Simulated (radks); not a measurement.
Coulomb parameter of the 4f shell of the terbium ion Tb2+ in the model configuration [Xe] 4f7.5 5d1.5, as a second difference U = [E(n + 1) + E(n - 1) - 2 E(n)] / (1)^2 with all orbitals relaxed. "Bare": the charge of the atom changes with n. "Screened": the 5d shell takes up the change at fixed total charge, which measures U(4f,4f) + U(5d,5d) - 2 U(4f,5d). Method: scalar-relativistic Kohn-Sham, PBE, spin-unpolarised, spherical densities, point nucleus; computed with a radial shooting solver on a logarithmic mesh with Libxc functionals.

case,configuration,E - E(n) (eV)
start,[Xe] 4f7.5 5d1.5,0.000
bare +1,[Xe] 4f8.5 5d1.5,-18.048
bare -1,[Xe] 4f6.5 5d1.5,35.586
screened +1,[Xe] 4f8.5 5d0.5,-7.781
screened -1,[Xe] 4f6.5 5d2.5,13.134

U(bare) = 17.538 eV, U(screened by 5d) = 5.353 eV, against the Slater integral F0(4f,4f) = 31.167 eV with frozen orbitals.
